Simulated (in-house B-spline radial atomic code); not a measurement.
Functionals against NIST's ionisation energies down a group: Mg²⁺ to Ba²⁺

Ionisation energies as differences of self-consistent total energies from a B-spline radial code for spherical atoms: all electrons, radial basis limit, scalar-relativistic (one-electron X2C), spin-polarised at highest spin, spherical densities; exact exchange is averaged over the determinants of each configuration. No spin-orbit coupling, Breit or QED terms. NIST's values run from ground level to ground level, so in open shells the differences also hold multiplet and fine-structure energies that spherical high-spin averages miss. For p electrons of heavy elements the spin-orbit part alone reaches an electronvolt or more. Columns give computed minus NIST, in eV; a star marks a semi-empirical value. Species are left out where the tabulated value is theory, is uncertain by more than 0.12 eV, or (13 ions, such as In⁴⁺, Te⁴⁺ and Bi⁴⁺) lies off its series for all methods alike, which flatters the means a little.

```
species  shell  NIST (eV)   BLYP   SCAN   PBE0  wB97X  revTPSS
   Mg²⁺     2p      80.14  +0.36  +1.41  +0.19  +0.06    +0.45
   Ca²⁺     3p      50.91  -0.16  +0.58  +0.07  -0.03    +0.13
   Sr²⁺     4p      42.88  -0.07  +0.64  +0.23  +0.02    +0.31
   Ba²⁺     5p      35.84  +0.22  +0.81  +0.55  +0.30    +0.58
```

**Question.** How do the methods rank, and which species is hardest?

**Answer.** Mean absolute (signed) differences: wB97X 0.10 (+0.09) eV; BLYP 0.20 (+0.09) eV; PBE0 0.26 (+0.26) eV; revTPSS 0.37 (+0.37) eV; SCAN 0.86 (+0.86) eV. For Ba²⁺, which loses a 5p electron, the nearest method is off by +0.22 eV, the largest such miss.
